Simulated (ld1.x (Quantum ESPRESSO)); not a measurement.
**Configuration tests for cobalt (Co) (ultrasoft)**

| Quantity | Value |
| --- | --- |
| Element | cobalt (Co) |
| Generator | ld1.x (Quantum ESPRESSO) 7.5 |
| Type | ultrasoft |
| Functional | PBEsol |
| Relativity | scalar-relativistic |
| Frozen core | [Ne] |
| Valence charge | 17 |
| Reference configuration | 3s2 3p6 3d7 4s0 4p0 (charge +2) |
| Partial waves | 3s (bound): rcut 1.05, rcutus 1.25 bohr; 4s (bound, empty): rcut 1.05, rcutus 1.25 bohr; 3p (bound): rcut 1.10, rcutus 1.25 bohr; 4p (bound, empty): rcut 1.10, rcutus 1.25 bohr; 3d (bound): rcut 0.95, rcutus 1.10 bohr; 3d channel at -1.45 Ry: rcut 0.95, rcutus 1.10 bohr |
| Local potential | all-electron potential smoothed inside 1.05 bohr (lloc = -2) |
| Core correction | none |
| Augmentation charge | PSQ, radius 1.05 bohr |

Energies are relative to the spin-unpolarised reference configuration 3s2 3p6 3d7 4s0 4p0; without spin polarisation the order of configurations can differ from experiment.

Its overlap operator is not positive definite in a basis up to 400 Ry (lowest eigenvalue s -0.15), so the file is unfit for use: the generalised eigenproblem breaks down once the basis is large enough, and its test numbers describe a broken file.

```
valence configuration  charge  ΔE all-electron (eV)  error AE − PS (meV)
  3s2 3p6 3d7 4s2 4p0       0               -25.742                 +2.9
  3s2 3p6 3d7 4s1 4p0      +1               -16.697                 +1.7
  3s2 3p6 3d6 4s0 4p0      +3                35.837                 -5.4
  3s2 3p6 3d6 4s2 4p1       0               -16.051                  -16
3s2 3p6 3d7 4s1.5 4p0    +0.5               -22.130                 +2.4
  3s2 3p6 3d6 4s2 4p0      +1               -10.532                 +0.8
  3s2 3p5 3d7 4s2 4p0      +1                47.658                  -21
```

Levels in the configuration 3s2 3p6 3d6 4s2 4p0:

```csv
level,all-electron (eV),pseudo (eV)
3s,-117.734,-117.744
3p,-80.919,-80.857
3d,-22.818,-22.825
4s,-14.557,-14.558
```

The ghost test of this file was not conclusive.
